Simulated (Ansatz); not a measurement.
`N/C(F)=C/[SiH3]` → `CN(C)[Si]F`  (isomerisation)

Isolated molecules relaxed with PBE0-D4/def2-TZVP in Ansatz; ΔE leaves out vibrations. CCSD(T)/CBS adds triple-zeta CCSD(T) − MP2 to the extrapolated MP2 energy (def2 sets, frozen cores). DFT in def2-TZVPP. B3LYP here is the variant with VWN-RPA as its local correlation; programs differ in this. One conformer a species, not always the lowest.

Problem. Is it downhill or uphill in electronic energy at CCSD(T)/CBS, and by how much? (An estimate is asked.)

Solution. Ansatz gave: Downhill: ΔE = -210.4 kJ/mol.

Problem. What do these levels give: PBE-D4, r2SCAN-D4, ωB97X-V, B2PLYP, r2SCAN, B3LYP, MP2/def2-TZVPP, CCSD/def2-TZVPP, HF/def2-QZVPP, HF/CBS(def2), MP2/CBS(def2), CCSD/CBS(def2)? (Best estimate.)

Solution. Computed: PBE-D4 -190.2, r2SCAN-D4 -182.4, ωB97X-V -193.8, B2PLYP -202.6, r2SCAN -181.9, B3LYP -196.1, MP2/def2-TZVPP -210.4, CCSD/def2-TZVPP -208.7, HF/def2-QZVPP -186.6, HF/CBS(def2) -186.9, MP2/CBS(def2) -213.1, CCSD/CBS(def2) -211.5 kJ/mol.

Largest T1 diagnostic among the species: 0.013.

In def2-TZVPP, CCSD(T) changes the Hartree–Fock value by −23.8 kJ/mol (the triples alone add +1.1 kJ/mol) and MP2 by −26.6 kJ/mol. The D4 term adds −4.2 kJ/mol with B3LYP and −2.1 kJ/mol with PBE0; it sums over pairs of atoms, weighted by their polarisabilities, and B3LYP, whose exchange is more repulsive, gets the larger term.
